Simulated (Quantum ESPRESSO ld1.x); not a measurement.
Problem. The aim is the neon ion Ne3+ in [He] 2s2 2p3. This ld1.x (Quantum ESPRESSO 7.5) run was made with `OMP_NUM_THREADS=1 ld1.x < ld1.in > ld1.out`. Can the result be used? Name any fault.

```
 &input
    zed=10.0,
    iswitch=1,
    rel=1,
    dft='PBE',
    config='[He] 2s2 2p3',
    verbosity='high',
    atom='Ne',
    prefix='ld1',
    max_out_wfc=37,
    file_charge='ld1.rho',
 /
```

Output (excerpt):

```
     Program LD1 v.7.5 starts

     --------------------------- All-electron run ----------------------------

     scalar relativistic calculation

     atomic number is 10.00
     dft =PBE   lsd =0 sic =0 latt =0  beta=0.20 tr2=1.0E-14
     Exchange-correlation= PBE
                           (   1   4   3   4   0   0   0)
     mesh =1865 r(mesh) = 100.42537 a.u. xmin = -8.00 dx = 0.00800
     1 Ry =  13.60569312 eV, c = 137.03599908

     n l     nl                  e(Ry)          e(Ha)          e(eV)
     1 0     1S 1( 2.00)     -67.219259823     -33.609629911   -914.5646211
     2 0     2S 1( 2.00)      -7.595758023      -3.797879012   -103.3455527
     2 1     2P 1( 3.00)      -5.920231915      -2.960115957    -80.5488586

     final scf error:  2.5E-15 reached in  26 iterations

     Etot =    -248.239198 Ry,    -124.119599 Ha,   -3377.466347 eV

     Ekin =     248.380183 Ry,     124.190092 Ha,    3379.384553 eV
     Encl =    -562.662852 Ry,    -281.331426 Ha,   -7655.418097 eV
     Eh   =      86.710967 Ry,      43.355483 Ha,    1179.762803 eV
     Exc  =     -20.667496 Ry,     -10.333748 Ha,    -281.195606 eV
```

Solution. Yes, it can be used (harmless). The line at issue: atom='Ne'. atom and zed name the same element, and the result equals that of the sound run.
